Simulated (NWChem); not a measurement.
System: HTeOF; SMILES O[Te]F

Here is an NWChem input.

```
start job
memory heap 200 mb stack 900 mb global 1100 mb
geometry units angstroms noautoz
  Te     0.294893     0.024593     0.024159
  F     -0.690033    -1.646794    -0.036918
  O     -1.242908     1.250229    -0.081756
  H     -1.602724     1.361217     0.808848
end
basis spherical
  * library def2-svp
end
ecp
  Te library def2-ecp
end
dft
  xc b3lyp
  iterations 150
  mulliken
end
task dft energy
```

Excerpt of the output:

```
             Northwest Computational Chemistry Package (NWChem) 7.3.0
             --------------------------------------------------------

 C1  symmetry detected

                             Geometry "geometry" -> ""
                             -------------------------

 Output coordinates in angstroms (scale by  1.889725989 to convert to a.u.)

  No.       Tag          Charge          X              Y              Z
 ---- ---------------- ---------- -------------- -------------- --------------
    1 Te                  52.0000     0.33411693     0.00972065    -0.00417493
    2 F                    9.0000    -0.87336981    -1.50991874    -0.00818163
    3 O                    8.0000    -1.02302111     1.43532496    -0.06791039
    4 H                    1.0000    -1.32958319     1.60119530     0.83401427

 Effective nuclear repulsion energy (a.u.)     269.3663128567

                                 NWChem DFT Module
                                 -----------------

 Summary of "ao basis" -> "ao basis" (spherical)
 ------------------------------------------------------------------------------
       Tag                 Description            Shells   Functions and Types
 ---------------- ------------------------------  ------  ---------------------
 Te                         def2-svp                10       26   4s4p2d
 F                          def2-svp                 6       14   3s2p1d
 O                          def2-svp                 6       14   3s2p1d
 H                          def2-svp                 3        5   2s1p

            General Information
            -------------------
          SCF calculation type: DFT
          Wavefunction type:  closed shell.
          No. of atoms     :     4
          No. of electrons :    42
           Alpha electrons :    21
            Beta electrons :    21
          Charge           :     0
          Spin multiplicity:     1
          Use of symmetry is: off; symmetry adaption is: off
          Maximum number of iterations: 150
          AO basis - number of functions:    59
                     number of shells:    25
          Convergence on energy requested:  1.00D-06
          Convergence on density requested:  1.00D-05
          Convergence on gradient requested:  5.00D-04

              XC Information
              --------------
                         B3LYP Method XC Potential
                     Hartree-Fock (Exact) Exchange  0.200
                        Slater Exchange Functional  0.800 local
                    Becke 1988 Exchange Functional  0.720 non-local
              Lee-Yang-Parr Correlation Functional  0.810
                  VWN I RPA Correlation Functional  0.190 local

             Grid Information
             ----------------
          Grid used for XC integration:  medium
          Radial quadrature: Mura-Knowles
          Angular quadrature: Lebedev.
          Tag              B.-S. Rad. Rad. Pts. Rad. Cut. Ang. Pts.
          ---              ---------- --------- --------- ---------
          Te                  1.40      123           8.0       590
          F                   0.50       49           9.0       434
          O                   0.60       49           7.0       434
          H                   0.35       45           9.0       434
          Grid pruning is: on
          Number of quadrature shells:   266
          Spatial weights used:  Erf1

      Superposition of Atomic Density Guess
      -------------------------------------

 Sum of atomic energies:        -485.70666265

      Non-variational initial energy
      ------------------------------

 Total energy =    -441.582264
 1-e energy   =    -977.425268
 2-e energy   =     401.419465
 HOMO         =      -0.207877
 LUMO         =      -0.064805

     ---------------------------------------------
      Total Density - Mulliken Population Analysis
     ---------------------------------------------

    Atom       Charge   Shell Charges
 -----------   ------   -------------------------------------------------------
    1 Te  24    22.92   1.77  0.27  1.22  0.65  2.91  3.11  1.49  1.39  9.85  0.26
    2 F    9     9.65   1.99  1.15  0.81  3.49  2.21  0.00
    3 O    8     8.77   1.99  1.10  0.69  2.97  2.01  0.01
    4 H    1     0.66   0.53  0.07  0.06

   convergence    iter        energy       DeltaE   RMS-Dens  Diis-err
 ---------------- ----- ----------------- --------- --------- ---------
 d= 0,ls=0.0,diis     1   -443.5184306723 -5.78D+02  2.85D-02  6.86D-01
 d= 0,ls=0.0,diis     2   -443.3411924797  1.77D-01  1.57D-02  2.59D+00
 d= 0,ls=0.0,diis     3   -443.6025836845 -2.61D-01  2.04D-03  2.24D-02
 d= 0,ls=0.0,diis     4   -443.6043636043 -1.78D-03  8.48D-04  2.58D-03
 d= 0,ls=0.0,diis     5   -443.6044327174 -6.91D-05  4.06D-04  1.77D-03
  Resetting Diis
 d= 0,ls=0.0,diis     6   -443.6046113516 -1.79D-04  6.03D-05  2.08D-05
 d= 0,ls=0.0,diis     7   -443.6046134894 -2.14D-06  1.27D-05  1.95D-07
 d= 0,ls=0.0,diis     8   -443.6046134964 -6.98D-09  6.15D-06  1.56D-07

         Total DFT energy =     -443.604613496377
      One electron energy =     -978.552632956988
           Coulomb energy =      440.851261208327
    Exchange-Corr. energy =      -40.326781114777
 Nuclear repulsion energy =      134.423539367060

 Numeric. integr. density =       41.999989035508

                       DFT Final Molecular Orbital Analysis
                       ------------------------------------

 Vector   19  Occ=2.000000D+00  E=-3.581433D-01
              MO Center= -6.4D-01,  2.0D-01, -6.8D-02, r^2= 3.1D+00
   Bfn.  Coefficient  Atom+Function         Bfn.  Coefficient  Atom+Function
  ----- ------------  ---------------      ----- ------------  ---------------
    45      0.360278  3 O  py                30      0.349462  2 F  px
    48      0.268679  3 O  py                33     -0.254207  2 F  px
    11      0.246200  1 Te px                46     -0.190798  3 O  pz
    31     -0.185581  2 F  py                 4      0.183589  1 Te s
     3      0.168267  1 Te s                 44     -0.156323  3 O  px

 Vector   20  Occ=2.000000D+00  E=-3.384244D-01
              MO Center= -9.0D-01,  1.0D+00, -5.3D-02, r^2= 1.7D+00
   Bfn.  Coefficient  Atom+Function         Bfn.  Coefficient  Atom+Function
  ----- ------------  ---------------      ----- ------------  ---------------
    44      0.466145  3 O  px                47      0.349449  3 O  px
    45      0.340534  3 O  py                48      0.254058  3 O  py
    31     -0.196237  2 F  py                34      0.149248  2 F  py
     3     -0.135029  1 Te s                  4     -0.119470  1 Te s
    30     -0.100937  2 F  px                46      0.097672  3 O  pz

 Vector   21  Occ=2.000000D+00  E=-2.230753D-01
              MO Center=  2.4D-01, -1.4D-02,  1.2D-02, r^2= 2.5D+00
   Bfn.  Coefficient  Atom+Function         Bfn.  Coefficient  Atom+Function
  ----- ------------  ---------------      ----- ------------  ---------------
    13      0.612426  1 Te pz                16      0.512883  1 Te pz
    10     -0.231758  1 Te pz                32      0.219809  2 F  pz
     7     -0.180092  1 Te pz                35     -0.174636  2 F  pz
    46     -0.147837  3 O  pz                49     -0.100795  3 O  pz
    55     -0.097254  4 H  s                 43      0.083538  3 O  s

 Vector   22  Occ=0.000000D+00  E=-8.023305D-02
              MO Center=  3.6D-01,  1.1D-02,  6.5D-03, r^2= 2.9D+00
   Bfn.  Coefficient  Atom+Function         Bfn.  Coefficient  Atom+Function
  ----- ------------  ---------------      ----- ------------  ---------------
    15      0.674593  1 Te py                12      0.493138  1 Te py
    29      0.238178  2 F  s                 30     -0.227431  2 F  px
    43     -0.204195  3 O  s                 44     -0.204454  3 O  px
     9     -0.192915  1 Te py                33      0.192748  2 F  px
    47     -0.189372  3 O  px                31     -0.150373  2 F  py

 Vector   23  Occ=0.000000D+00  E=-5.776764D-02
              MO Center= -6.1D-02,  1.8D-01,  6.2D-02, r^2= 3.2D+00
   Bfn.  Coefficient  Atom+Function         Bfn.  Coefficient  Atom+Function
  ----- ------------  ---------------      ----- ------------  ---------------
    14      0.634903  1 Te px                11      0.452641  1 Te px
    43      0.446939  3 O  s                  3     -0.384159  1 Te s
    45     -0.266956  3 O  py                48     -0.256986  3 O  py
    56     -0.236161  4 H  s                 31     -0.221538  2 F  py
    34      0.200709  2 F  py                 8     -0.173668  1 Te px

 Vector   24  Occ=0.000000D+00  E= 7.102859D-02
              MO Center= -1.2D+00,  1.5D+00,  9.4D-01, r^2= 3.0D+00
   Bfn.  Coefficient  Atom+Function         Bfn.  Coefficient  Atom+Function
  ----- ------------  ---------------      ----- ------------  ---------------
    56      1.389637  4 H  s                 43     -0.647608  3 O  s
     3     -0.515457  1 Te s                 49     -0.395956  3 O  pz
    14      0.272020  1 Te px                46     -0.251171  3 O  pz
    47      0.227282  3 O  px                15     -0.219649  1 Te py
    44      0.175390  3 O  px                48     -0.175935  3 O  py

     ---------------------------------------------
      Total Density - Mulliken Population Analysis
     ---------------------------------------------

    Atom       Charge   Shell Charges
 -----------   ------   -------------------------------------------------------
    1 Te  24    23.35   1.77  0.28  1.40  0.47  2.90  3.13  1.90  1.29  9.83  0.37
    2 F    9     9.42   1.99  1.13  0.84  3.31  2.14  0.00
    3 O    8     8.44   1.99  1.09  0.72  2.81  1.82  0.01
    4 H    1     0.79   0.67  0.05  0.07

     -------------------------------------------
      Total Density - Lowdin Population Analysis
     -------------------------------------------

[...]
```

Level: B3LYP/def2-SVP with def2 effective core potentials on Te. All runs use the structure optimised with PBE0/def2-SVP. B3LYP is NWChem's, with the RPA form of VWN correlation. def2 effective core potentials on Te; no spin-orbit coupling.
